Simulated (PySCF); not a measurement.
# TDDFT excited states: C2H6Cl2Se

SeCl2Me2, C2H6Cl2Se.
SMILES: `C[Se](C)(Cl)Cl`

Method: TDDFT CAM-B3LYP/def2-SVPD, vertical, gas phase, core orbitals frozen in the response in PySCF. Geometry: PBE0-D3(BJ)/def2-SVP; no solvent, vibrations or thermal averaging. Relativistic effects, spin–orbit coupling among them, are left out although an element past zinc is present.

```csv
state,λ (nm),E (eV),f,"main configurations (H = HOMO, L = LUMO)"
S1,251.9,4.92,0.069,"H→L (58%), H-4→L (27%), H-3→L (12%)"
S2,238.5,5.20,0.0000,H-1→L (98%)
S3,234.1,5.30,0.0030,H-2→L (96%)
S4,233.7,5.30,0.0028,"H-3→L (68%), H-4→L (30%)"
S5,204.5,6.06,0.096,H→L+1 (82%)
S6,202.5,6.12,0.625,"H-4→L (32%), H→L (26%), H→L+1 (14%)"
S7,190.4,6.51,0.0014,H→L+2 (94%)
S8,178.9,6.93,0.0001,H-2→L+1 (94%)
S9,178.6,6.94,0.0010,H-1→L+1 (92%)
S10,178.4,6.95,0.0040,"H-4→L+1 (71%), H-3→L+1 (24%)"
```

Triplets (Tamm–Dancoff): T1 3.68 eV, H→L (96%); T2 4.79 eV, H-1→L (93%); T3 4.79 eV, H-4→L (63%), H-3→L (27%); T4 4.86 eV, H-2→L (95%).

The lowest singlet lies at 4.92 eV (252 nm, ultraviolet) and is of moderate strength; its leading configuration is HOMO→LUMO (58%). The strongest level in the table is S6 at 6.12 eV (203 nm, f = 0.625). S3/S4 and S9/S10 lie within about 0.01 eV of each other in each set. Löwdin shares by element: HOMO chlorine 78%, selenium 19%; LUMO chlorine 55%, selenium 39%. The oscillator strengths of these states sum to 0.802; summed over the whole spectrum of an exact calculation they would give the number of electrons, 86 (Thomas–Reiche–Kuhn). Of the 10 states listed, 3 reach f = 0.01 and 2 stay under 0.0005. Orbital energies (eV): HOMO-3 -9.96, HOMO-2 -9.95, HOMO-1 -9.87, HOMO -9.09, LUMO -1.08, LUMO+1 0.10, LUMO+2 0.53. Orbitals of the list HOMO-3 to LUMO+2 that lie within 0.01 eV of each other are written together with a slash and their weights summed (≥ marks a lower bound); for degenerate orbitals outside that list single weights are arbitrary. Only the lowest 10 singlets were computed, as vertical energies without vibronic structure.
